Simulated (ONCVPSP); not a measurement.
## Ranking ONCV potentials for carbon

All share these settings but for the change named:

| Item | Value |
| --- | --- |
| Element | carbon |
| Generator | ONCVPSP 4.0.1 |
| Type | optimised norm-conserving Vanderbilt (ONCV) |
| Functional | PBE |
| Relativity | non-relativistic |
| Frozen core | [He] |
| Valence charge | 4 |
| Reference configuration | 2s2 2p2 |
| Partial waves | 2s: rc 1.30 bohr, ncon 4, nbas 8, qcut 5.8 1/bohr, 2 projectors, debl 2.9 Ha; 2p: rc 2.60 bohr, ncon 4, nbas 7, qcut 4.9 1/bohr, 2 projectors, debl 2 Ha |
| Local potential | polynomial inside 1.00 bohr (lpopt 5, dvloc0 6 Ha) |
| Core correction | Teter function, fcfact 2.5, rcfact 1 |

Cutoff: the first of the cutoffs (Ha) at which the residual kinetic energy of the hardest occupied pseudo-wave falls to 1 and 0.1 mHa per electron; the density cutoff is not measured.

The base gives 15 Ha.

Of 8 variants that were run, those that failed, showed a ghost or another fault, or gave nearly equal values are left out.

(1) Rank these variants from softest to hardest (loose cutoff).
A. s: rc 1.76
B. s: rc 1.48
C. s: rc 1.92
D. s: rc 1.02
E. s: rc 1.16

Results:

(1) C (9 Ha), A (10 Ha), B (13 Ha), E (18 Ha), D (20 Ha).
